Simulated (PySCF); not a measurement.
**C₆ coefficients of unlike pairs at PBE0**

Calculated with PySCF 2.14 from the dipole response of each species, C₆(A,B) = (3/π) ∫ α_A(iu) α_B(iu) du, in atomic units, from isotropic polarisabilities. For ions this is the dispersion term alone; charge-induced terms of lower order in 1/R come first.

```tsv
species	configuration	basis	relativity	α (bohr³)	C₆ (like pair)
Pd	[Kr] 4d10 (1S)	def2-TZVPPD with the def2 core potential (28 electrons) (6s4p3d2f1g)	core potential	18.09	83.26
Cl³⁺	[Ne] 3s2 3p2 (3P)	aug-cc-pV(5+d)Z (8s7p6d4f3g2h)	none	4.384	11.89
Al²⁺	[Ne] 3s1 (2S)	x2c-TZVPPall with one added diffuse shell each of s, p, d type (6s6p4d1f)	spin-free X2C	14.18	38.94
Ar²⁺	[Ne] 3s2 3p4 (3P)	aug-cc-pV(D+d)Z (5s4p3d)	none	4.793	16.90
```

(1) Estimate C₆ for Ar²⁺ with Pd.

No spin-orbit coupling is included.

The other pairs:

| pair | C₆ |
| --- | --- |
| Ar²⁺, Al²⁺ | 21.41 |
| Ar²⁺, Cl³⁺ | 14.14 |
| Al²⁺, Cl³⁺ | 18.69 |
| Cl³⁺, Pd | 30.24 |
| Al²⁺, Pd | 54.02 |

Answers

(1) The integral gives 35.59. The combination rule 2 C_A C_B / (C_A α_B/α_A + C_B α_A/α_B) gives 32.78 and the geometric mean 37.51.
